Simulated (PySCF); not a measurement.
Al(Me)(Cl) (CH3AlCl), SMILES [Al+]([Cl])[CH3], charge +1.

Coordinates come from a B3LYP-D3(BJ)/def2-TZVP optimisation. The multiplicity is an assumed one; other spin states were not compared. The isomer is the one that the SMILES or the coordinates give; other isomers of the formula were not compared.

Method: TDA-PBE/def2-SVPD run with PySCF.

Vertical excitations; the highest root listed may be one member of a degenerate set. Gas-phase values at a fixed geometry. State labels are in the subgroup Cs.

Task: Estimate the UV-visible absorptions. (An estimate is asked for; the answer gives what the named calculation found.)

Result: 
```
state  symmetry  energy (eV)  λ (nm)      f                                              main pairs
-----  --------  -----------  ------  -----  ------------------------------------------------------
S1           A"         5.86     212  0.020                            HOMO−1→LUMO (degenerate set)
S2           A'         5.86     212  0.020                              HOMO→LUMO (degenerate set)
S3           A"         6.44     192  0.000                    HOMO−1→LUMO+1 50 %, HOMO→LUMO+2 50 %
S4           A'         6.49     191  0.000             HOMO−1→LUMO+2, HOMO→LUMO+1 (degenerate set)
S5           A"         6.49     191  0.000             HOMO→LUMO+2, HOMO−1→LUMO+1 (degenerate set)
S6           A'         6.86     181  0.058  HOMO−2→LUMO 51 %, HOMO−1→LUMO+2 19 %, HOMO→LUMO+1 19 %
S7           A'         6.93     179  0.038                          HOMO−2→LUMO+1 (degenerate set)
S8           A"         6.93     179  0.038                          HOMO−2→LUMO+2 (degenerate set)
S9           A"         7.58     164  0.017                            HOMO−3→LUMO (degenerate set)
S10          A'         7.58     164  0.017                            HOMO−4→LUMO (degenerate set)
T1           A'         5.34     232      0                                        HOMO−2→LUMO 98 %
T2           A"         5.48     226      0                            HOMO−1→LUMO (degenerate set)
T3           A'         5.48     226      0                              HOMO→LUMO (degenerate set)
T4           A'         5.97     208      0                    HOMO−1→LUMO+2 48 %, HOMO→LUMO+1 48 %
```
Triplets are in the Tamm–Dancoff approximation.
